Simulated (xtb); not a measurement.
SnI, SMILES [Sn+][I] (connectivity only; charge and spin as stated), charge +1, multiplicity 1. All values are semi-empirical tight-binding results from xtb (GFN2-xTB unless named), good for trends rather than for accurate numbers. Coordinates come from a GFN2-xTB optimisation. The spin state was assumed, not searched.

Optimised geometry:

```xyz
2

Sn     0.0000     0.0000    -1.3767
I      0.0000     0.0000     1.2988
```
Charge +1, spin multiplicity 1.

For metal compounds this method's bond lengths and energies can be far off.

The point group as xtb finds it is C∞v and the orbital gap is 4.74 eV.

Q: Give the atomic charges and the Wiberg bond orders between heavy atoms. (An estimate is asked for; the answer gives what the named calculation found.)

A: charges (e) Sn1 0.75, I2 0.25. Bond orders Sn1–I2 1.96.
